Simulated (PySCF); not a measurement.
A GIAO shielding run with PySCF 2.14.0 with density-fitted response routines (density fitting, non-relativistic, gas phase) on `FC(CS[SiH2]C#C)(F)F`, C4H5F3SSi:

```
$ OMP_NUM_THREADS=1 python probes_run.py task.json out

{"job": {"kind": "nmr", "xc": "PBE0", "basis": "pcSseg-1"}, "charge": 0, "multiplicity": 1}
C      2.571969     0.934544    -0.528068
C      2.018114    -0.108817    -0.298581
Si     1.088523    -1.656054     0.090734
S     -0.482158    -1.042299     1.472927
C     -0.948787     0.591990     0.829933
C     -1.812753     0.501304    -0.407920
F     -2.187550     1.727560    -0.818886
F     -1.173463    -0.057500    -1.448742
F     -2.935209    -0.197973    -0.227140
H      3.074189     1.834943    -0.740781
H      0.485766    -2.216309    -1.109989
H      1.878326    -2.569693     0.900798
H     -0.054328     1.167576     0.588285
H     -1.523316     1.090255     1.610548
```

Hardware: 1 thread of an Arm Neoverse N1, shared host. The job also computes population analyses, field gradients.

(1) How large is the calculation?

(2) How long does it take, and how much memory does it need?

## Answers

(1) 86 electrons, 192 basis functions and 1043 auxiliary functions.

(2) 70 s of wall time, with 14 SCF cycles and 5 response iterations; peak memory 0.84 GiB. Times on a shared host scatter by some tens of per cent.
